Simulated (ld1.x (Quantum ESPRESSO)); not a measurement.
**Which change was made? (In, ultrasoft)**

* Element: In (Z = 49)
* Generator: ld1.x (Quantum ESPRESSO) 7.5
* Type: ultrasoft
* Functional: LDA (PZ)
* Relativity: fully relativistic
* Frozen core: [Kr]
* Valence charge: 13
* Reference configuration: 4d10 5s2 5p1
* Partial waves: 5s (bound): rcut 1.75, rcutus 2.05 bohr; 5s channel at 4.05 Ry: rcut 1.75, rcutus 2.05 bohr; 5p (bound): rcut 2.60, rcutus 3.20 bohr; 5p channel at 0.5 Ry: rcut 2.60, rcutus 3.20 bohr; 4d (bound): rcut 1.35, rcutus 1.75 bohr; 4d channel at -1.05 Ry: rcut 1.35, rcutus 1.75 bohr
* Local potential: all-electron potential smoothed inside 3.00 bohr (lloc = -1)
* Core correction: Bessel-smoothed model core inside 1.15 bohr
* Augmentation charge: PSQ, radius 1.40 bohr

Open shells are filled in proportion to 2j + 1 (rel_dist='average').

Cutoffs, loose and tight: the cutoffs (Ry, on a coarse ladder) from which the occupation-weighted sum of valence levels, in a spherical-Bessel basis at the reference potential, stays within 10 and 1 mRy of its value at 400 Ry. They do not see the model core or the augmentation charge, which bear on the density cutoff. Test errors are all-electron minus pseudo excitation energies from the reference, over the configurations 4d10 5s2 5p0; 4d10 5s1 5p0; 4d10 5s0 5p0; 4d10 5s1 5p1; 4d10 5s2 5p1.3; 4d9 5s2 5p2; 4d10 5s1 5p2; variants that change the core or the reference have their own tests.

The base gives: outcome: generated; cutoff, loose: 40 Ry; cutoff, tight: 60 Ry; bound ghosts: none; largest test error (meV): -42.

Q: After one change the result is: outcome: generated; cutoff, loose: 40 Ry; cutoff, tight: 60 Ry; bound ghosts: none; largest test error (meV): -100. Which change was it?
A. local potential all-electron potential smoothed inside 3.72 bohr (lloc = -1)
B. local potential all-electron potential smoothed inside 3.22 bohr (lloc = -1)
C. local potential all-electron potential smoothed inside 1.24 bohr (lloc = -1)

A: A. The others give: local potential all-electron potential smoothed inside 1.24 bohr (lloc = -1) → outcome: generated; cutoff, loose: 40 Ry; cutoff, tight: 70 Ry; bound ghosts: s, p3/2, p1/2; largest test error (meV): -59 | local potential all-electron potential smoothed inside 3.22 bohr (lloc = -1) → outcome: generated; cutoff, loose: 40 Ry; cutoff, tight: 60 Ry; bound ghosts: none; largest test error (meV): -66.
